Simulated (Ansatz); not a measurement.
Species: CAuO, charge 0, multiplicity 2. The spin state was set by rule; other spins were not relaxed. 
Geometry from a B3LYP-D3(BJ)/def2-TZVP (Ansatz, a program for electronic structure) optimisation:
```xyz
3

Au    -0.2354    -0.2309    -0.2070
O      1.7288     1.3581     1.4415
C      0.7949     1.2293     0.8037
```
Charge 0, spin multiplicity 2.

Basis-set convergence of Hartree-Fock and MP2 correlation energies (hartree) with Ansatz. Correlated levels leave the core frozen unless marked. Open shells are spin-unrestricted. No spin-orbit coupling. Frozen are the shells of the preceding noble gas and the d and f shells that filled before the atom's block. Past Kr the def2 sets carry scalar-relativistic core potentials.

| basis | functions | E(HF) | E(corr, MP2) |
|---|---|---|---|
| def2-SVP | 60 | -247.40659 | -0.57216 |
| def2-TZVPP | 118 | (withheld) | (withheld) |

**Question.** Complete the blanks.

**Answer.** 
- def2-TZVPP, E(HF): -247.55337
- def2-TZVPP, E(corr, MP2): -0.76035
